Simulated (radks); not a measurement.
The numbers below are computed, except where a source is named.
Effect of the nuclear size on neutral copper, [Ar] 3d10 4s1. Level of theory: Dirac Kohn-Sham, BLYP, spin-unpolarised, spherical densities, finite nucleus; Fermi nuclear charge, rms radius 3.8823 fm (a radial shooting solver on a logarithmic mesh with Libxc functionals). The rms radius is varied about that value; shifts are against it.

| rms radius (fm) | total energy shift (eV) | density at nucleus (e/bohr^3) | 1s1/2 shift (meV) | 2s1/2 shift (meV) | 2p1/2 shift (meV) | 3s1/2 shift (meV) |
|---|---|---|---|---|---|---|
| 3.432 | -0.0428 | 2.235e+04 | -18.2 | -1.72 | 0.146 | -0.255 |
| 3.5717 | -0.0301 | 2.23e+04 | -12.8 | -1.21 | 0.102 | -0.179 |
| 3.8823 | 0 | 2.22e+04 | 0.000 | 0.000 | 0.000 | 0.000 |
| 4.1579 | 0.0287 | 2.212e+04 | 12.2 | 1.15 | -0.097 | 0.171 |
| 4.3326 | 0.0478 | 2.208e+04 | 20.3 | 1.92 | -0.163 | 0.285 |

Slopes of the eigenvalues against <r^2> in GHz/fm^2, as finite differences over the two radii next to the reference (eigenvalue slopes, not the field-shift constants of lines): 1s1/2 1330, 2s1/2 126, 2p1/2 -10.7, 3s1/2 18.7.
